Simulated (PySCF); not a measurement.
Compound: TiHMe3, C₃H₁₀Ti (singlet state).
Bonds: Ti1–C3, Ti1–C7, Ti1–C11. Hydrogens: H2 on Ti1; H4, H5, H6 on C3; H8, H9, H10 on C7; H12, H13, H14 on C11.

Method: PySCF, PBE0-D3(BJ)/def2-SVP geometry optimisation, gas phase.

**Question.** List the bond lengths and angles at this level.

**Answer.** 
```json
{"bond": "Ti1–H2", "length (Å)": "1.716"}
{"bond": "Ti1–C3, Ti1–C7, Ti1–C11", "length (Å)": "2.044"}
{"bond": "C3–H4 and 8 like bonds", "length (Å)": "1.104"}
```

Bonds in one row agree within 0.01 Å and their mean is given. A selection of angles:
```json
{"angle": "H2–Ti1–C3", "degrees": "110.1"}
{"angle": "H2–Ti1–C7", "degrees": "110.5"}
{"angle": "C3–Ti1–C7", "degrees": "108.6"}
{"angle": "C3–Ti1–C11", "degrees": "108.3"}
{"angle": "Ti1–C3–H4", "degrees": "108.7"}
{"angle": "Ti1–C3–H5", "degrees": "111.3"}
{"angle": "H4–C3–H5", "degrees": "109.3"}
```

Ti1 (titanium bonded to 3 C and H) is tetrahedral (angles from 108.3° to 110.7°). All 3 C–Ti bonds measure 2.042 to 2.045 Å.

Point group: near C3v, missed by 0.14 Å at most; the miss may be what the optimiser left on a soft mode (Cs holds within 0.08 Å). No frequency check.
